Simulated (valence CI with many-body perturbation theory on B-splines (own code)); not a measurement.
Values are calculated unless marked as measured or tabulated.
# Energy levels of I³¹⁺

Method: configuration interaction combined with many-body perturbation theory (CI+MBPT): four valence electrons over a frozen Dirac-Fock core [Ar], radial functions for each j: 7 s, 7 p, 8 d, 6 f, 4 g, 1 h, with the one-electron correlation potential Σ1, the two-electron term Σ2, the three-electron term Σ3, Breit, model QED; selected CI, second order for the rest, scaled by the run's own slope (own B-spline code, finite nucleus).

The last digits are not significant, and no measured levels were compared; by estimate large intervals hold to a few tenths of a per cent, small ones and those within an open d or f shell to about a per cent. Only levels of the ground parity were solved; by the run's estimate the other parity begins above the list, which can be wrong where configurations are misplaced.

Levels 1 to 32 of 32, with energies above the lowest level, (3d3/2^4) J=0. "Leading %" is the weight of the configuration and term that name the level; weights of strongly mixed levels are sums over their largest components and can fall short, so below about 35 % the name and the second component can differ from the true leading terms, or belong to a minority configuration. In the jj column 3d3/2^4 stands for four electrons in 3d with j = 3/2.

| No. | Configuration | Term | J | E (cm⁻¹) | Leading % | Leading jj | g |
| --- | --- | --- | --- | --- | --- | --- | --- |
| 1 | 3d4 | 3P | 0 | 0 | 49 | 3d3/2^4 (91 %) |  |
| 2 | 3d4 | 5D | 1 | 70637 | 74 | 3d3/2^3 3d5/2 (93 %) | 1.495 |
| 3 | 3d4 | 5D | 2 | 113860 | 78 | 3d3/2^3 3d5/2 (55 %) | 1.410 |
| 4 | 3d4 | 3F | 4 | 134210 | 32 | 3d3/2^3 3d5/2 (85 %) | 1.189 |
| 5 | 3d4 | 5D | 3 | 137070 | 63 | 3d3/2^3 3d5/2 (56 %) | 1.345 |
| 6 | 3d4 | 5D | 0 | 194550 | 54 | 3d3/2^2 3d5/2^2 (88 %) |  |
| 7 | 3d4 | 3H | 4 | 205500 | 44 | 3d3/2^2 3d5/2^2 (80 %) | 1.121 |
| 8 | 3d4 | 3G | 3 | 225640 | 56 | 3d3/2^2 3d5/2^2 (61 %) | 0.982 |
| 9 | 3d4 | 3F | 2 | 226540 | 48 | 3d3/2^2 3d5/2^2 (65 %) | 0.950 |
| 10 | 3d4 | 3H | 5 | 242930 | 72 | 3d3/2^2 3d5/2^2 (99 %) | 1.076 |
| 11 | 3d4 | 3P | 1 | 250810 | 61 | 3d3/2^2 3d5/2^2 (80 %) | 1.275 |
| 12 | 3d4 | 3H | 6 | 257860 | 62 | 3d3/2^2 3d5/2^2 (95 %) | 1.098 |
| 13 | 3d4 | 3G | 4 | 278730 | 64 | 3d3/2^2 3d5/2^2 (92 %) | 1.027 |
| 14 | 3d4 | 3D | 2 | 285580 | 44 | 3d3/2^2 3d5/2^2 (87 %) | 1.168 |
| 15 | 3d4 | 3D | 3 | 289400 | 41 | 3d3/2^2 3d5/2^2 (80 %) | 1.163 |
| 16 | 3d4 | 3F | 4 | 318220 | 40 | 3d3/2 3d5/2^3 (67 %) | 1.176 |
| 17 | 3d4 | 1D | 2 | 338950 | 33 | 3d3/2^2 3d5/2^2 (62 %) | 1.070 |
| 18 | 3d4 | 3F | 3 | 343790 | 47 | 3d3/2 3d5/2^3 (86 %) | 1.091 |
| 19 | 3d4 | 3G | 5 | 364670 | 72 | 3d3/2 3d5/2^3 (99 %) | 1.148 |
| 20 | 3d4 | 3D | 1 | 370070 | 74 | 3d3/2 3d5/2^3 (85 %) | 0.751 |
| 21 | 3d4 | 1I | 6 | 373800 | 62 | 3d3/2 3d5/2^3 (95 %) | 1.059 |
| 22 | 3d4 | 3F | 4 | 389510 | 54 | 3d3/2^2 3d5/2^2 (74 %) | 1.120 |
| 23 | 3d4 | 3P | 2 | 404540 | 62 | 3d3/2^2 3d5/2^2 (54 %) | 1.319 |
| 24 | 3d4 | 1S | 0 | 405510 | 61 | 3d3/2 3d5/2^3 (82 %) |  |
| 25 | 3d4 | 1F | 3 | 424780 | 48 | 3d3/2 3d5/2^3 (90 %) | 1.079 |
| 26 | 3d4 | 3F | 2 | 428070 | 49 | 3d3/2^2 3d5/2^2 (50 %) | 1.035 |
| 27 | 3d4 | 1G | 4 | 489360 | 55 | 3d5/2^4 (61 %) | 1.079 |
| 28 | 3d4 | 3F | 3 | 492020 | 72 | 3d3/2 3d5/2^3 (98 %) | 1.062 |
| 29 | 3d4 | 3P | 1 | 496720 | 95 | 3d3/2 3d5/2^3 (95 %) | 1.461 |
| 30 | 3d4 | 1D | 2 | 504200 | 47 | 3d5/2^4 (47 %) | 1.010 |
| 31 | 3d4 | 3P | 0 | 512820 | 66 | 3d3/2^2 3d5/2^2 (60 %) |  |
| 32 | 3d4 | 1G | 4 | 517770 | 48 | 3d3/2 3d5/2^3 (68 %) | 1.104 |

The ionisation energy to 3d3 4F_3/2 of the next ion comes out as 1911.8 eV (NIST: 1911 ± 4 eV (theoretical)). All 32 levels together are meant to be complete up to 533330 cm⁻¹.
